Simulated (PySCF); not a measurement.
ClFH5NSi2, SMILES N[SiH2][Si@@H](Cl)F. Atoms are numbered in the order given.

```xyz
10

N     -2.7374     0.6151     0.8395
Si    -1.5501    -0.4473     0.1592
Si     0.6751     0.2923     0.3030
F      0.8067     1.7293    -0.4541
Cl     1.8880    -1.0587    -0.6909
H     -2.8228     0.6921     1.8469
H     -2.9163     1.5090     0.3950
H     -1.8303    -0.6289    -1.2967
H     -1.6191    -1.7593     0.8713
H      1.2443     0.4849     1.6677
```
Charge 0, spin multiplicity 1.

Coordinates come from a PBE0-D3(BJ)/def2-SVP optimisation. The structure was generated by enumeration; whether it is a known compound was not checked. The values are those of a single conformer.

Method: PBE0-D3(BJ)/def2-SVP (PySCF 2.14.0).

Frequencies are harmonic and unscaled.

```
mode  ν (cm⁻¹)  IR (km/mol)  Raman (Å⁴/amu)  depolarisation    moving atoms (share of kinetic energy)
----  --------  -----------  --------------  --------------  ----------------------------------------
1           48          0.9             0.0               –  N 33 %, H 27 %, Si 20 %, F 10 %, Cl 10 %
2           66          1.9             0.2            0.70  Cl 27 %, N 23 %, Si 22 %, F 16 %, H 13 %
3          152         20.8             0.9            0.52                   H 54 %, F 19 %, Si 17 %
4          167         10.2             1.3            0.69                   H 63 %, F 18 %, Si 14 %
5          189          7.7             6.0            0.51  Si 32 %, N 26 %, H 16 %, F 14 %, Cl 13 %
6          251          5.0             3.2            0.56                  F 40 %, Cl 29 %, Si 22 %
7          390        163.1            10.7            0.10                   H 65 %, Si 17 %, N 16 %
8          417        116.8             5.5            0.38                    H 42 %, Si 42 %, N 8 %
9          481          6.0             6.0            0.37                           H 49 %, Si 46 %
10         562         90.2             7.0            0.55                          Si 54 %, Cl 37 %
11         691         33.2             6.9            0.73                                    H 95 %
12         759        304.2            10.5            0.66                            H 89 %, Si 9 %
13         821         31.5            11.3            0.74                            H 82 %, F 15 %
14         839          2.7            12.3            0.61                   H 53 %, N 37 %, Si 10 %
15         871         80.3             7.0            0.61                   H 47 %, Si 32 %, F 14 %
16         894        118.2            14.3            0.67                           H 80 %, Si 13 %
17         904         33.7             7.4            0.39            H 53 %, Si 24 %, F 14 %, N 9 %
18         912        111.6             7.8            0.49            H 54 %, Si 21 %, F 17 %, N 8 %
19        1545         42.8             5.6            0.74                            H 90 %, N 10 %
20        2224        104.7           119.6            0.16                                    H 98 %
21        2235         24.4           244.1            0.40                                    H 96 %
22        2241        177.3           120.3            0.07                                    H 96 %
23        3610         46.9           121.0            0.12                                    H 96 %
24        3709         41.3            66.9            0.75                             H 91 %, N 9 %
```
